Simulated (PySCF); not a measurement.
Computed IR spectrum (relative IR intensity) of a molecule C2H6ClNSi. Geometry: PBE-D3(BJ)/def2-SVP. One conformer was computed; it need not be the lowest. Computed with PBE-D3(BJ)/def2-SVP in PySCF. Frequencies are harmonic and unscaled.

```
ν (cm⁻¹)  relative intensity
--------  ------------------
200                      2.8
238                      6.1
301                       12
455                       59
493                       72
507                       33
660                       19
722                       30
805                       68
855                       40
895                      100
959                       12
969                      7.5
1002                     9.3
1364                      12
1494                      25
1625                     3.9
2190                      68
3050                     7.3
3066                     2.5
3149                     2.3
3480                      15
3576                      16
```

### Question
Pick the molecule that these values belong to.
A) C/N=C\[SiH2]Cl
B) C/C=N/[SiH2]Cl
C) C=C[SiH](N)Cl
D) Cl[SiH]1CNC1

### Answer
C, C=C[SiH](N)Cl
